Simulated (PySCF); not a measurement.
C₄H₇NO, SMILES C/N=C(\C)C=O.

The structure is a stationary point at ωB97X-D3(BJ)/def2-SVP. The structure was generated by enumeration; whether it is a known compound was not checked. The values are those of a single conformer.

Vertical ionisation energy (IE) and electron affinity (EA) in eV. Rows of orbital energies are one-electron estimates. Where ΔSCF, EOM or ADC give a negative EA the extra electron is unbound and the value depends on the basis.

| level | IE | EA |
|---|---|---|
| −ε(HOMO), −ε(LUMO), PBE0/def2-TZVP (PySCF) | [?] | [?] |
| −ε(HOMO), −ε(LUMO), PBE/def2-TZVP (PySCF) | 5.85 | 3.05 |

Problem. Complete the blanks. (The exact figures need the calculation; the answer reports its results.)

Solution. 
- −ε(HOMO), −ε(LUMO), PBE0/def2-TZVP (PySCF), IE: 7.39
- −ε(HOMO), −ε(LUMO), PBE0/def2-TZVP (PySCF), EA: 2.01
